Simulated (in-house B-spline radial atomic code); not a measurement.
Results of a calculation; reference values are marked as such.
**Building a PAW s channel for Sc, r_c = 2.99 bohr**

Sc, [Ar] 3d1 4s2, non-relativistic PBE, spherical and spin-unpolarised, from an all-electron radial atomic-structure program (B-spline basis) (atomic units; all potentials screened as in the neutral atom).

Two all-electron partial waves φ1, φ2 are integrated outwards at E1 = ε(4s) = -0.152566 and E2 = E1 + 0.5 hartree; φ1 is the bound orbital and φ2 has unit norm inside r_c = 2.9947 bohr. Smooth partners are polynomials, r^1(a0 + a1 r² + a2 r⁴ + a3 r⁶), matched to φ and three derivatives at r_c, with no condition on the norm. The local potential is -2.845 + (0.840178) r² + (-0.101859) r⁴ + (0.00437291) r⁶ inside 2.5547 bohr and the all-electron one outside.

```csv
wave,φ(r_c),φ'(r_c),a0,a1,a2,a3
1,0.568322,0.03325776,0.1497118,0.02709796,-0.003575722,0.0001173363
2,0.509635,-0.9307198,0.6415205,-0.01939132,-0.006412522,0.0003026759
```

Inside r_c the overlaps are <φi φj> = [[0.32143, 0.54590], [0.54590, 1.00000]] and, for the smooth waves, [[0.36085, 0.69485], [0.69485, 1.51833]]. With χj = (Ej − T − V_local) applied to smooth wave j, the program's quadrature gives the matrix B_ij = <smooth i, χj> as [[0.16680, 0.54040], [0.46592, 1.53858]].

**Question.** Check the match of the first wave, and find the augmentation charges q_ij.

**Answer.** At r_c the four terms are 0.44834, 0.72777, -0.86125, 0.25346, which sum to 0.5683, φ1(r_c) to rounding. q_ij is the all-electron overlap less the smooth one: [[-0.03942, -0.14895], [-0.14895, -0.51833]]. The smooth first wave has a norm of 0.3609 inside r_c against 0.3214, so q11 is negative and must stay small enough for the overlap operator to be positive.

**Question.** B isn't symmetric. Show that D_ij = B_ij + Ej q_ij is.

**Answer.** Integrating by parts gives B12 − B21 = (E1 − E2) q12: 0.54040 − (0.46592) = 0.07448, and −0.5 × (-0.14895) = 0.07448. So D12 = 0.54040 + (0.347434)(-0.14895) = 0.48865 and D21 = 0.46592 + (-0.152566)(-0.14895) = 0.48865; D11 = 0.17282, D22 = 1.35849. The projectors, p = (B⁻¹)ᵀ χ, are dual to the smooth waves; det B = 0.0049.

Solving (T + V_local + Σ p D p) ψ = E (1 + Σ p q p) ψ in a sphere of 9 bohr, whose wall lifts the free-atom level a little, gives these levels:

| all-electron | one projector | two projectors |
| --- | --- | --- |
| -0.150621 | -0.150622 | -203.744000 |
| 0.119503 | 0.067768 | -0.150621 |
| 0.493967 | 0.141793 | 0.119498 |
| 1.026570 | 0.515771 | 0.493952 |
| 1.706850 | 1.054300 | 1.025430 |

**Question.** What does the second projector gain?

**Answer.** With one projector the errors are 0.00 millihartree, and the level at 0.0678 is out of step with the all-electron series: an extra state, or one far too low, so the pairing ends there; skipping it, the next levels are off by +22.3, +21.8, +27.7 millihartree. With two a ghost lies below the reference level, so the set fails. The lowest eigenvalue of the overlap operator is 0.7058 with one and 0.001136 with two projectors. The smooth orbital alone needs a cutoff of 1.69 hartree for 1 millihartree of kinetic energy, against 2.33 for a norm-conserving Troullier-Martins orbital of the same radius, which is no gain while the set fails.
